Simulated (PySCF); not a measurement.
SMILES FC(F)(F)c1cccc(C(F)(F)F)c1 at its GFN2-xTB optimised geometry (Å):

```
18

F     -2.0891    -2.8493     1.2875
C     -0.9486    -2.6890     1.9826
F     -0.0031    -3.3677     1.3160
F     -1.1243    -3.3189     3.1504
C     -0.5963    -1.2338     2.1463
C     -0.7715    -0.5948     3.3657
C     -0.4585     0.7491     3.4834
C      0.0231     1.4520     2.3931
C      0.1884     0.8023     1.1761
C      0.7430     1.5620     0.0000
F      2.0891     1.5620     0.0000
F      0.3683     2.8493     0.0000
F      0.3639     1.0487    -1.1761
C     -0.1162    -0.5435     1.0417
H     -1.1460    -1.1467     4.2139
H     -0.5908     1.2497     4.4292
H      0.2658     2.5000     2.4787
H      0.0155    -1.0468     0.0958
```

Level of theory: PBE0/def2-SVP in PySCF. Cells within 0.4 Å of a nucleus heavier than hydrogen are left out (blank, or x).

Map of the electron localisation function on the plane z = 0.0 Å:

```
|0000000000000000000000000|
|0000000000000000000000000|
|0000000000001110000000000|
|0000000000024553000000000|
|0000000000368886000000000|
|000000000048xx85002000000|
|0000000000368x71166300000|
|0000000000014753688510000|
|0000000000003xx67x8610000|
|00000000000143x57x8610000|
|0000000000002432587410000|
|0000000001000000144200000|
|0000000011111000000000000|
|0000000011488720000000000|
|0000000001799981000000000|
|0000000001799992000000000|
|0000000000399971000000000|
|0000000100000000000000000|
|0000001320000000000000000|
|0000002330011100000000000|
|0000001220023200000000000|
|0000000000022100000000000|
|0000000000000000000000000|
|0000000000000000000000000|
|0000000000000000000000000|
```
Scale: ten equal steps from 0.000 (start of '0') to 0.999 (end of '9'), in the order '0123456789'; x runs from -5.00 to 5.00, y from -5.00 (bottom) to 5.00 (top).
